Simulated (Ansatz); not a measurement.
Compare A (`BCSC[SiH3]`) with its isomer B (`CB(S)C[SiH3]`).

Gas-phase electronic energies from Ansatz, PBE0-D4/def2-TZVP geometries. CBS: MP2 limit from def2 TZ/QZ plus the TZ coupled-cluster correction, frozen cores. Functionals use def2-TZVPP. B3LYP here is the variant with VWN-RPA as its local correlation; programs differ in this. Each species was taken in one conformer, which may not be the lowest.

(1) Which is lower in electronic energy at CCSD(T)/CBS, and by how much? (Best estimate.)

(2) Give E(B) − E(A) in kJ/mol with CCSD/def2-TZVPP, CCSD(T)/def2-TZVPP, B3LYP, r2SCAN-D4, PBE-D4, MP2/def2-TZVPP, PBE0-D4. (Estimate.)

Largest T1 diagnostic: 0.012.

Results:

(1) Ansatz gave: B, by 220.2 kJ/mol.

(2) Ansatz gave: CCSD/def2-TZVPP -223.0, CCSD(T)/def2-TZVPP -224.5, B3LYP -218.2, r2SCAN-D4 -230.6, PBE-D4 -225.2, MP2/def2-TZVPP -227.2, PBE0-D4 -226.0. None reverses the order clearly.

In def2-TZVPP, CCSD(T) changes the Hartree–Fock value by −15.7 kJ/mol (the triples alone add −1.5 kJ/mol) and MP2 by −18.4 kJ/mol.
